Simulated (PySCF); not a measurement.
Job file and geometry (Å, from GFN2-xTB) of an NMR shielding run on `[SiH3][SiH2]C[SiH](B)B`, CH₁₂B₂Si₃, PySCF, GIAO PBE0/pcSseg-1 NMR shielding, non-relativistic, gas phase; density fitting, a coarse starting grid and PySCF grid level 2 are the driver's defaults:

```
$ OMP_NUM_THREADS=1 python probes_run.py task.json out

{"job": {"kind": "nmr", "xc": "PBE0", "basis": "pcSseg-1"}, "charge": 0, "multiplicity": 1}
B     -1.932827    -0.349813    -1.445103
Si    -1.238035     0.520325     0.166370
B     -2.765325     0.968718     1.312157
C     -0.006587    -0.654980     1.080162
Si     1.531089    -1.172056     0.089722
Si     2.898353     0.624442    -0.379168
H     -2.163580     0.255047    -2.419526
H     -2.211990    -1.486472    -1.450940
H     -0.387155     1.707158    -0.138498
H     -3.229633     0.189963     2.052733
H     -3.295688     2.009408     1.243834
H     -0.553146    -1.550486     1.379017
H      0.314351    -0.179308     2.008142
H      1.056871    -1.853716    -1.129181
H      2.237233    -2.216511     0.857297
H      2.425797     1.437423    -1.503846
H      4.261501     0.212787    -0.735019
H      3.050014     1.544388     0.753538
```

**Question.** What does the program print?

**Answer.** 
```
coarse grid: 15576 points
cycle   1  E = -962.8082171169  dE = -8.240e-02  |g| = 3.358e-01  |ddm| = 3.651e+00
cycle   2  E = -962.7947300673  dE =  1.349e-02  |g| = 3.993e-01  |ddm| = 6.817e-01
cycle   3  E = -962.8383829032  dE = -4.365e-02  |g| = 5.245e-02  |ddm| = 4.367e-01
cycle   4  E = -962.8392086556  dE = -8.258e-04  |g| = 1.327e-02  |ddm| = 8.626e-02
cycle   5  E = -962.8392662645  dE = -5.761e-05  |g| = 2.678e-03  |ddm| = 2.169e-02
cycle   6  E = -962.8392688427  dE = -2.578e-06  |g| = 6.072e-04  |ddm| = 5.363e-03
final grid: 133872 points
cycle   7  E = -962.8701918540  dE = -3.062e-05  |g| = 5.292e-03  |ddm| = 2.395e-02
cycle   8  E = -962.8701896408  dE =  2.213e-06  |g| = 6.076e-03  |ddm| = 1.132e-02
cycle   9  E = -962.8701997966  dE = -1.016e-05  |g| = 8.886e-04  |ddm| = 6.510e-03
cycle  10  E = -962.8702000363  dE = -2.397e-07  |g| = 1.202e-04  |ddm| = 1.107e-03
cycle  11  E = -962.8702000411  dE = -4.768e-09  |g| = 3.147e-05  |ddm| = 2.198e-04
cycle  12  E = -962.8702000414  dE = -3.226e-10  |g| = 7.544e-06  |ddm| = 5.903e-05
converged SCF energy = -962.8702000414

GIAO shielding tensors (ppm)
atom      isotropic    diamagn.    paramagn.     s11        s22        s33       span
  0 B      -21.384     197.252    -218.636   -157.861    -54.982    148.690    306.552
  1 Si     394.168     883.102    -488.934    357.638    410.501    414.364     56.726
  2 B      -20.057     196.612    -216.670   -152.004    -54.385    146.217    298.221
  3 C      195.203     258.199     -62.996    181.613    192.567    211.429     29.816
  4 Si     421.121     880.818    -459.697    392.653    400.012    470.698     78.046
  5 Si     469.105     880.168    -411.063    454.515    471.615    481.184     26.669
  6 H       20.752      30.243      -9.491      6.945     26.813     28.497     21.552
  7 H       20.646      30.635      -9.989      5.563     27.015     29.360     23.797
  8 H       26.987      30.995      -4.008     22.233     27.180     31.548      9.316
  9 H       20.849      29.829      -8.979      6.429     27.518     28.601     22.171
 10 H       20.835      29.530      -8.695      7.374     27.209     27.921     20.547
 11 H       30.967      32.667      -1.700     25.160     27.766     39.976     14.817
 12 H       31.736      33.031      -1.295     27.540     29.131     38.537     10.998
 13 H       28.011      30.387      -2.376     24.639     26.753     32.641      8.003
 14 H       27.325      29.216      -1.891     23.260     25.445     33.271     10.012
 15 H       28.212      29.466      -1.254     24.554     26.677     33.406      8.853
 16 H       28.390      28.470      -0.080     24.917     25.665     34.588      9.671
 17 H       28.395      29.340      -0.945     25.099     26.645     33.441      8.342
```

Size and cost of the density-fitted run: 183 basis functions, 55 s wall time on 1 thread of an Arm Neoverse N1, shared host; peak memory 0.84 GiB.
